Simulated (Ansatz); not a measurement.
Computed with Ansatz on PBE0-D4/def2-TZVP structures; ΔE is electronic, products minus reactants. CCSD(T)/CBS is the MP2 limit (def2-TZVPP, def2-QZVPP) plus CCSD(T) − MP2 in def2-TZVPP, frozen cores. Functionals use def2-TZVPP. HSE06 is defined as in plane-wave codes. For Br outer-core shells are correlated without core-valence functions, which leaves a few kJ/mol of doubt a bond. Scalar relativity is left out up to krypton. One conformer a species, not always the lowest.

Reaction (redistribution): `CCB(N)S` + `C[SiH2]Br` → `CCB(S)Br` + `C[SiH2]N`

```json
{"level": "HSE06-D4", "ΔE (kJ/mol)": "88.1"}
{"level": "CAM-B3LYP", "ΔE (kJ/mol)": "89.6"}
{"level": "MP2/def2-SVP", "ΔE (kJ/mol)": "90.8"}
{"level": "MP2/def2-TZVPP", "ΔE (kJ/mol)": "78.8"}
{"level": "CCSD(T)/def2-TZVPP", "ΔE (kJ/mol)": "81.1"}
{"level": "HF/def2-QZVPP", "ΔE (kJ/mol)": "92.5"}
{"level": "MP2/def2-QZVPP", "ΔE (kJ/mol)": "79.6"}
{"level": "MP2/CBS(def2)", "ΔE (kJ/mol)": "80.1"}
```

Q: What does CCSD(T)/CBS give? (An estimate is asked.)

A: Ansatz gave: +82.4 kJ/mol. The listed levels differ from it by 5.7, 7.2, 8.4, -3.6, -1.3, 10.1, -2.8, -2.3 kJ/mol.

Q: What do rigid-rotor, harmonic-oscillator terms from PBE0-D4/def2-TZVP frequencies (298.15 K, 1 bar) make of the CCSD(T)/CBS value? (An estimate is asked.)

A: The calculation gave: ΔZPE = -6.0 kJ/mol, ΔH = +78.1 kJ/mol, ΔS = 19 J/(mol·K), ΔG = +72.5 kJ/mol. Modes under 50 cm⁻¹ make the entropy rough.

Largest T1 diagnostic among the species: 0.011.

At CCSD(T), def2-SVP lies +9.5 kJ/mol from the extrapolated value and def2-TZVPP −1.3 kJ/mol. In def2-TZVPP, CCSD(T) changes the Hartree–Fock value by −11.4 kJ/mol (the triples alone add −2.1 kJ/mol) and MP2 by −13.6 kJ/mol. Leaving LDA and LC-ωPBE aside and taking each functional with its dispersion term where it has one, the values, not all of them listed here, spread over 6.4 kJ/mol, from B97M-V to r2SCAN0-D4.
